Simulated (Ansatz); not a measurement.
Input file for Ansatz (an electronic-structure program): R-B97M-V/def2-TZVPP on CuB, 2S+1 = 1, a spin state set in the input, which need not be the lowest, a point of a bond scan (R = 1.965 Å).

Ansatz 0.2 input:
```yaml
crystal:
  periodic: [false, false, false]
  atoms:
    - {symbol: Cu, position_ang: [0.00000000, 0.00000000, 0.00000000]}
    - {symbol: B, position_ang: [0.00000000, 0.00000000, 1.96518900]}
basis:
  gaussian:
    orbitals: def2-TZVPP
    pivot_positions_ang: [[0.00000000, 0.00000000, 0.00000000], [0.00000000, 0.00000000, 1.96518900]]
hamiltonian:
  xc: {name: B97M-V}
output: {forces: true, orbitals: {seedname: ./end}}
```

Output:

```
WARN ansatz: RAYON_NUM_THREADS=1 ignored (pool sized by the plan → 1); use --threads N
Functional definition: B97M-V
integrals: 0.03 GiB planned
674 factors; their error is unknown
mean field: 0.27 GiB planned
mean field evaluation 1: about -45301.0010 eV, gradient 5.7e1 eV
mean field evaluation 2: about -44796.3071 eV, gradient 5.7e2 eV
mean field evaluation 4: about -45251.5249 eV, gradient 2.1e2 eV
mean field evaluation 8: about -45304.3912 eV, gradient 1.4e-1 eV
mean field -45304.39131202 eV, -1664.9056722973 hartree, gradient 1.7e-5 eV, S^2 0.000000; 0 other end points of the search recorded, 0 dependent functions left out
the calculation of the forces begins
reference -45304.39136083 eV, -1664.9056740910 hartree; 17, 17 occupied and 78, 78 virtual orbitals, 674 factors
Total energy: -45304.39136083 eV, -1664.9056740910 hartree
Atom 0 at     0.000000     0.000000     0.000000 Å, force    -0.000000    -0.000000     0.207325 eV/Å
Atom 1 at     0.000000     0.000000     1.965189 Å, force     0.000000     0.000000    -0.207325 eV/Å
Dipole moment:     0.000000     0.000000    -0.253988 e Å
```

Self-consistency was reached.

Cost: roughly 4 core-seconds.
